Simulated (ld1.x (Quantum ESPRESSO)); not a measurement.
# potassium (K): excitation energies, all-electron against TM

| Property | Result |
| --- | --- |
| Element | potassium (K) |
| Generator | ld1.x (Quantum ESPRESSO) 7.5 |
| Type | norm-conserving Troullier–Martins (Kleinman–Bylander form) |
| Functional | PBE |
| Relativity | scalar-relativistic |
| Frozen core | [Ne] |
| Valence charge | 9 |
| Reference configuration | 3s2 3p6 4s1 4p0 |
| Partial waves | 3s (bound): rc 1.75 bohr; 3p (bound): rc 1.95 bohr; 3d channel at -0.15 Ry: rc 1.55 bohr |
| Local potential | all-electron potential smoothed inside 1.25 bohr (lloc = -1) |
| Core correction | none |

Occupied shells without a wave of their own: 4s. They enter only through the test configuration that unscreens the potential.

Energies are relative to the spin-unpolarised reference configuration 3s2 3p6 4s1 4p0; without spin polarisation the order of configurations can differ from experiment.

```tsv
valence configuration	charge	ΔE all-electron (eV)	error AE − PS (meV)
3s2 3p6 4s0 4p0	+1	4.314	-116
3s2 3p6 4s0.5 4p0	+0.5	1.641	-43
3s2 3p6 4s0 4p1	0	1.553	-73
3s1 3p6 4s1 4p0	+1	41.994	+50
```

Question: What are ΔE and the potential's error for 3s2 3p5 4s1 4p0?

Answer: ΔE = 24.930 eV all-electron; the error (AE − PS) is +78 meV.

Levels in the configuration 3s2 3p6 4s0 4p1:

| level | all-electron (eV) | pseudo (eV) |
| --- | --- | --- |
| 3s | -36.823 | -36.929 |
| 3p | -20.272 | -20.374 |
| 4p | -1.387 | -1.419 |
